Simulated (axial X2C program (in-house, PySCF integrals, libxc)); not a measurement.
## Outer orbitals of BeCo⁻ at 2.260 Å, PBE0

All values were computed with an in-house all-electron X2C program for linear molecules (integrals from PySCF). Spin-free means the one-electron spin-free X2C Hamiltonian; two-component (2c) means X2C with spin–orbit coupling and atomic mean-field two-electron Coulomb and Gaunt terms, so the difference of the two also holds small scalar two-electron terms. Basis: Co dyall-av3z [10s11p7d3f2g], Be dyall-av3z [9s9p4d2f] (cores contracted in-house); Gaussian nuclei, density fitting, unrestricted open shells. Masses: Co 58.933 u, Be 9.012 u.

The distance is close to the 2c PBE0 minimum; the highest filled and lowest empty levels are listed.

Spin-free orbitals, state M_S = 1, Λ = 3 (beyond evenly filled blocks: π+α, π+β, π-α, δ+α, δ+β, δ-α) (Löwdin shares):

```csv
symmetry,occupied,ε (eV),atomic character
σα,yes,-3.28,"52% Co d, 25% Be s, 14% Co s"
δ+α,yes,-3.24,100% Co d
δ-α,yes,-3.24,100% Co d
π-α,yes,-3.16,98% Co d
π+α,yes,-3.16,98% Co d
σβ,yes,-2.97,"45% Be s, 23% Co s, 17% Co d"
σα,yes,-1.98,"47% Co d, 24% Co s, 22% Be s"
δ+β,yes,-1.15,99% Co d
σβ,yes,-0.77,"77% Co d, 11% Co s, 8% Be s"
π+β,yes,-0.48,"90% Co d, 8% Be p"
σα,yes,0.29,"32% Be p, 30% Co p, 18% Co s"
σβ,yes,0.35,"52% Be p, 17% Co s, 16% Co p"
σα,no,1.75,"80% Co p, 14% Co s, 3% Be p"
π-α,no,1.79,99% Co p
π+α,no,1.79,99% Co p
σβ,no,1.80,"87% Co p, 8% Co s, 2% Be p"
```

The highest filled level is positive, so this functional does not bind it, and the empty levels of an anion are set by the basis.

Spinors with spin–orbit coupling (state Ω = 4):

```csv
ω,occupied,ε (eV),atomic character,λ mixture
-3/2,yes,-3.29,100% Co d,100% δ
1/2,yes,-3.27,"51% Co d, 26% Be s, 14% Co s",100% σ
-1/2,yes,-3.18,97% Co d,"98% π, 2% σ"
5/2,yes,-3.15,100% Co d,100% δ
3/2,yes,-3.11,98% Co d,100% π
-1/2,yes,-2.96,"45% Be s, 23% Co s, 18% Co d","98% σ, 2% π"
1/2,yes,-1.98,"48% Co d, 23% Co s, 22% Be s",100% σ
3/2,yes,-1.20,99% Co d,100% δ
-1/2,yes,-0.75,"77% Co d, 11% Co s, 8% Be s",100% σ
1/2,yes,-0.51,"90% Co d, 8% Be p",100% π
1/2,yes,0.29,"33% Be p, 30% Co p, 18% Co s",100% σ
-1/2,yes,0.35,"52% Be p, 17% Co s, 16% Co p",100% σ
1/2,no,1.75,"81% Co p, 13% Co s, 3% Be p",100% σ
-1/2,no,1.79,99% Co p,100% π
3/2,no,1.79,99% Co p,100% π
-1/2,no,1.80,"86% Co p, 8% Co s, 2% Be p",100% σ
```

The highest filled level is positive, so this functional does not bind it, and the empty levels of an anion are set by the basis.

Mulliken charges and populations of the two-component result (they depend on the basis, above all on diffuse functions):

Co -0.75 e (s 7.49 p 12.46 d 7.80), Be -0.25 e (s 3.43 p 0.80 d 0.02). ⟨Lz⟩ = 3.00 ħ and ⟨Sz⟩ = 1.00 ħ (1.13 and -0.13 on the two atoms), which add up to Ω.

Occupations by symmetry block were frozen at the best pattern of an incomplete PBE0 search. Density functionals use the spin component along the axis (collinear). The highest occupied level is positive at some bond lengths even in Hartree–Fock (under at least one Hamiltonian), so the basis set holds the extra electron there; where that holds at Re the anion is at best weakly bound and its constants depend on the basis. PBE0 can misorder states that lie within some tenths of an eV, so this need not be the ground state of the molecule. The nearest other spin-free determinant of the search, M_S = 1, Λ = 1, lies 0.17 eV up at the distance of the search. Without a current term, density functionals place determinants with orbital angular momentum somewhat too high. With several unpaired electrons one determinant need not be a pure state. The determinant is spin-polarised beyond a pure state at some levels (its spin-free form has ⟨S²⟩ too high), which makes Re and μ there less reliable.
